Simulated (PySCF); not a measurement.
CdSe, SMILES [Se]=[Cd]. Heavy atoms are numbered as in [Cd:1]=[Se:2].

Geometry optimised at B3LYP-D3(BJ)/def2-TZVP. The def2 effective core potentials stand for the cores of Cd; spin–orbit coupling is left out.

The numbers are results of PBE/def2-TZVPD (PySCF), not measurements.

Mulliken values depend strongly on the basis, most of all with diffuse functions as here. ESP charges are fitted to the potential on shells at 1.4 to 2.0 van der Waals radii. Atomic charges (e), one atom of each kind:

```tsv
atom	Mulliken	ESP fit
Cd1	0.32	(withheld)
Se2	-0.32	(withheld)
```

### Question
Complete the blanks. (An estimate is asked for; the answer gives what the named calculation found.)

### Answer

- Cd1, ESP fit: 0.50
- Se2, ESP fit: -0.50
